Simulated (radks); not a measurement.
The numbers below are computed, except where a source is named.
Numerical settings for neutral rhodium, [Kr] 4d8 5s1. Code: a radial shooting solver on a logarithmic mesh with Libxc functionals. Model: scalar-relativistic Kohn-Sham, r2SCAN, spin-polarised, spherical densities, finite nucleus; open shells are filled with parallel spins first (spin-orbit coupling, left out, can overturn this in heavy ions); meta-GGA in the generalised Kohn-Sham scheme; Fermi nuclear charge, rms radius 4.4945 fm. The defaults (mesh step 0.008 in ln r, mesh end at 40 bohr or more with all orbitals vanishing there, Anderson mixing 0.5 over 9 steps, residual threshold near 1e-9 with the energy settled to 1e-9 hartree or 1e-11 of itself, here a cap of 58 iterations) give E = -4784.737 hartree and 4d at -4.831 eV in 13 iterations. Run on one thread of a shared host, so times are rough (Arm Neoverse V2): 0.18 s of CPU time, 0.18 s wall, 13 iterations on 2437 mesh points. Changes against that run (0 stands for a change within the tolerance of the run):

| setting | iterations | converged | E (mhartree) | e(4d) (meV) | CPU (s) |
|---|---|---|---|---|---|
| mesh step in ln r 0.012 | 13 | yes | 0 | -0.0077 | 0.13 |
| mesh step in ln r 0.005 | 14 | yes | 0 | 0 | 0.3 |
| mesh step in ln r 0.05 | 13 | yes | -2.82 | -0.118 | 0.04 |
| mesh end (bohr) 8 | 13 | yes | +2.29 | +127 | 0.18 |
| mesh end (bohr) 1 | 11 | level above zero | +2.16e+05 | +5.02e+05 | 0.13 |
| residual threshold 1e-13 | 51 | yes | 0 | -0.0146 | 0.42 |
| residual threshold 1e-16 | 58 | no | 0 | -0.0146 | 0.44 |
| mixing 2.5 | 6 | no | diverged | - | 0.19 |
| linear mixing, mixing 0.05 | 58 | no | +16.1 | -296 | 0.72 |
| linear mixing, mixing 1 | 27 | no | diverged | - | 0.86 |
| mixing history 2 | 15 | yes | 0 | -0.00474 | 0.2 |
| iteration cap 8 | 8 | no | 0 | -0.633 | 0.12 |

Settled on a wrong energy, with an occupied level pushed above zero by the early mesh end: mesh end (bohr) 1 (+216 hartree). Apart from these: settings that end as converged yet miss the energy by more than 1 mhartree: mesh step in ln r 0.05 (-0.00282 hartree); mesh end (bohr) 8 (+0.00229 hartree). A mesh that ends early acts as a hard wall.
